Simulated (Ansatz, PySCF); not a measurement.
Reaction (SMILES): [SiH3]CCCO[SiH3] + 3 C (CH4) + O (H2O) -> 2 CC (C2H6) + CO (CH4O) + C[SiH3] [methylsilane] + O[SiH3]
Geometries: B3LYP-D3(BJ)/def2-TZVP minima from Ansatz (an electronic-structure program), one conformer each, not searched for the lowest.

Quantity: bond separation energy (0 K, with B3LYP-D3(BJ) harmonic zero-point energies from PySCF), in kJ/mol. Cores are frozen in the correlated levels unless marked. No spin-orbit coupling. Non-relativistic. CBS marks a two-point X^-3 extrapolation of the correlation energy; Hartree-Fock from the larger set. [CCSD(T)-MP2]/basis is that difference in the basis named.

```csv
level,program,bond separation energy (kJ/mol)
PBE-D4/def2-TZVPD,Ansatz + dftd4,46.4
r2SCAN-D3(BJ)/def2-TZVPD,Ansatz + dftd3,46.8
PBE0/6-31G*,Ansatz,?
PBE-QIDH/def2-TZVPD,Ansatz,?
"RI-MP2/CBS(cc-pV(T+d)Z,cc-pV(Q+d)Z)+[CCSD(T)-MP2]/cc-pV(T+d)Z",Ansatz,46.4
```

Q: Complete the blanks.

A: 
- PBE0/6-31G*, bond separation energy (kJ/mol): 31.7
- PBE-QIDH/def2-TZVPD, bond separation energy (kJ/mol): 41.9
